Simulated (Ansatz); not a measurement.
C$_{2}$H$_{6}$AlFO$_{2}$, singlet, at a GFN2-xTB geometry (such geometries of metal compounds can be far from the true shape), with bond 11-9 at 1.8 times its length; CASSCF(4,4)/6-31G in Ansatz (an electronic-structure program).

The Ansatz input:
Ansatz 0.2 input:
```yaml
crystal:
  periodic: [false, false, false]
  atoms:
    - {symbol: Al, position_ang: [0.22841674, 0.27798040, 0.26759623]}
    - {symbol: F, position_ang: [0.96172090, 1.43733807, 1.17979560]}
    - {symbol: O, position_ang: [-0.97606900, 0.60991710, -0.80692022]}
    - {symbol: C, position_ang: [-1.88285717, 1.40977456, -1.51463594]}
    - {symbol: H, position_ang: [-1.77646261, 2.46296550, -1.24864820]}
    - {symbol: H, position_ang: [-1.70138608, 1.29344416, -2.58602869]}
    - {symbol: H, position_ang: [-2.90109723, 1.08622977, -1.28501146]}
    - {symbol: O, position_ang: [0.79276264, -1.24695326, 0.51504863]}
    - {symbol: C, position_ang: [0.82954362, -2.62808812, 0.28939755]}
    - {symbol: H, position_ang: [0.09838267, -2.93042025, -0.46224617]}
    - {symbol: H, position_ang: [2.62816140, -3.13030544, -0.32905869]}
    - {symbol: H, position_ang: [0.61321418, -3.14873867, 1.22561570]}
basis:
  gaussian:
    orbitals: 6-31G
hamiltonian:
  xc: hf
magnetization: {spin_polarized: false}
correlation: {active_space: {window: {electrons: 4, orbitals: 4}}}
```

It wrote (shortened):

```
Functional definition: HF
814 factors; integrals over basis functions are off by at most 2.2e-4 eV
mean field evaluation 1: about -15511.2596 eV, gradient 4.7e1 eV
mean field evaluation 2: about -15511.2719 eV, gradient 4.7e1 eV
mean field evaluation 4: about -15515.5030 eV, gradient 2.8e0 eV
mean field evaluation 8: about -15515.5361 eV, gradient 4.1e-4 eV
mean field -15515.53606827 eV, -570.1854337009 hartree, gradient 1.0e-5 eV, S^2 0.000000; 0 other end points of the search recorded, 0 dependent functions left out
reference -15515.53606827 eV, -570.1854337009 hartree; 28, 28 occupied and 42, 42 virtual orbitals, 814 factors
state -15517.54076638 eV, -570.2591049976 hartree
Total energy: -15517.54076638 eV, -570.2591049976 hartree
```
